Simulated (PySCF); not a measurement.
Be(OH)(NMe2) (C₂H₇BeNO), SMILES C[N](C)[Be][OH]. Heavy atoms are numbered as in [Be:1]([OH:2])[N:4]([CH3:5])[CH3:6]. Hydrogens are named by the atom that carries them.

The structure is a stationary point at PBE0-D3(BJ)/def2-SVP. The structure was generated by enumeration; whether it is a known compound was not checked. The values are those of a single conformer.

The numbers are results of PBE/def2-TZVP (PySCF), not measurements.

ESP charges are fitted to the potential on shells at 1.4 to 2.0 van der Waals radii. Atomic charges (e), one atom of each kind:

```json
[
 {"atom": "Be1", "Löwdin": "0.00", "ESP fit": "0.55"},
 {"atom": "O2 (OH)", "Löwdin": "-0.17", "ESP fit": "-0.70"},
 {"atom": "H on O2", "Löwdin": "0.18", "ESP fit": "0.37"},
 {"atom": "N4", "Löwdin": "-0.02", "ESP fit": "-0.08"},
 {"atom": "C5 (CH3)", "Löwdin": "-0.34", "ESP fit": "-0.62"},
 {"atom": "H on C5", "Löwdin": "0.11", "ESP fit": "0.18"}
]
```
